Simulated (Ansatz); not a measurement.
**Forces on a displaced structure**

BClOF (SMILES [O-]B(F)Cl) (charge -1), closed shell, displaced at random from its PBE0-D4/def2-TZVPD minimum.

```xyz
4
angstrom
O -0.3091 -1.3450 -0.5886
B -0.0386 -0.0463 -0.1853
F -0.8222 1.0827 -0.1620
Cl 1.4142 0.4020 0.9316
```

Ansatz 0.2.0; basis: def2-TZVPPD; cores frozen in the correlated methods.

CCSD(T) forces from the calculation:
```json
{"atom": "O1", "Fx": "1.056", "Fy": "5.101", "Fz (eV/Å)": "1.027"}
{"atom": "B2", "Fx": "-1.277", "Fy": "-4.787", "Fz (eV/Å)": "-0.163"}
{"atom": "F3", "Fx": "-0.144", "Fy": "-0.208", "Fz (eV/Å)": "-0.675"}
{"atom": "Cl4", "Fx": "0.365", "Fy": "-0.106", "Fz (eV/Å)": "-0.188"}
```

Root-mean-square difference of the force components from those of CCSD(T): PBE-D4 0.178; r2SCAN-D4 0.094; PBE0-D4 0.198; wB97M-V 0.180 eV/Å.

No T1 diagnostic of these runs exceeds 0.017.

For scale, one of the runs: CCSD(T)/def2-TZVPPD forces, 168 basis functions (an equivalent command: `ansatz run in.yaml --threads 2`). The run took 2.4 min on 2 CPU threads (shared host), with 2.5 GiB of host memory at its peak.
